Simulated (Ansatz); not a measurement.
Molecule: N$_{2}$H, net charge 0, doublet state. It need not be the lowest isomer of its formula. 
Geometry from a B3LYP-D3(BJ)/def2-TZVP (Ansatz, an electronic-structure program) optimisation:
SMILES: [N][NH]
```xyz
3

N     -0.0579    -0.0320    -0.5110
N     -0.0606    -0.0052     0.6555
H      0.8295     0.2602    -1.0114
```
Charge 0, spin multiplicity 2.

Basis-set convergence of Hartree-Fock and CCSD(T) correlation energies (hartree) with Ansatz. Correlated levels leave the core frozen unless marked. Open shells are spin-unrestricted. No spin-orbit coupling. Non-relativistic.

The UHF reference is spin-contaminated (<S^2> 0.10 over the pure value in the largest basis). 

```tsv
basis	functions	E(HF)	E(corr, CCSD(T))
def2-SVP	33	-109.33771	-0.32470
def2-TZVPP	76	-109.47240	-0.39663
def2-QZVPP	144	-109.47714	-0.42090
```

Extrapolating the two largest sets (X = 3 and 4) as X^-3: E(corr) = (64·(-0.42090) - 27·(-0.39663))/37 = -0.4386 Eh, an estimate of the basis-set limit. The largest set recovers 96.0 % of it, the smallest 74.0 %.
